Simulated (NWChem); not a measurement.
CH$_{4}$Al cation; SMILES [CH3][AlH+]

Computed with NWChem. Pople sets run with spherical d functions. STO-3G and 3-21G are far too small for this property and stand as cheap habits. All runs use the structure optimised with PBE0-D3(BJ)/def2-TZVP. Field at 589 nm.

Task: Order these runs by computing time, cheapest first, and give rough ratios: B3LYP/def2-TZVPD; B3LYP/def2-SVP; B3LYP/aug-cc-pVDZ; B3LYP/STO-3G.

Result: B3LYP/STO-3G (1), B3LYP/def2-SVP (3), B3LYP/aug-cc-pVDZ (20), B3LYP/def2-TZVPD (70). Ratios are rough, from one shared machine; the cheapest took roughly 6 core-seconds. What differs between the cheapest and the dearest: isotropic polarisability (bohr³) 17.7 → 34.5; anisotropy (bohr³) 16.2 → 18.4.
